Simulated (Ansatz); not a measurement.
Problem. Name a neutral molecule of C, F, S, Si and H with HOMO energy (ωB97M-V/def2-TZVPP) between -9.75 and -9.45 eV and LUMO energy (ωB97M-V/def2-TZVPP) between 1.25 and 1.55 eV (Ansatz, PBE0-D4/def2-TZVP geometry).

Solution. `FC([SiH3])[SiH2]S` (-9.69 eV, 1.50 eV); `FC1C[SiH2]S1` (-9.49 eV, 1.39 eV); `FC[SiH]([SiH3])S` (-9.54 eV, 1.29 eV); `CS[SiH](F)[SiH3]` (-9.55 eV, 1.41 eV). Other molecules can fit too; these were computed, each in one conformer that needn't be the lowest.
